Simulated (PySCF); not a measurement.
## Ionisation energy of Ce by level of theory

Ce [Xe] 4f1 5d1 6s2 (high-spin determinant) → Ce⁺ [Xe] 4f1 5d2 (high-spin determinant), as a difference of total energies. Calculation: PySCF 2.14, in cc-pVDZ-X2C (8s7p5d3f1g, 84 functions); scalar relativity by spin-free X2C-1e. Correlated levels: valence: [Kr] 4d10 frozen. The calculations carry no spin-orbit coupling.

```csv
method,ionisation energy (eV)
UHF,4.434
MP2 (valence),5.565
SCS-MP2 (valence),5.573
CCSD (valence),5.490
CCSD(T) (valence),5.640
```

Question: How much does correlation contribute at CCSD(T) (valence)?

Answer: 5.640 − (4.434) = 1.206 eV, measured against UHF.

A first-order spin-orbit estimate (lowest level to lowest level, LS coupling) adds -0.034 eV.

The ground level that NIST lists for one species does not belong to the high-spin term computed here, so part of any gap is the choice of state.

Errors of the correlated levels include the incompleteness of this basis and the frozen core.

The determinant of Ce and of Ce⁺ mixes LS terms, which raises its energy above the lowest term, most at the Hartree-Fock and MP2 levels.

For comparison: 5.539 eV (measured; NIST Atomic Spectra Database, ionization energies).
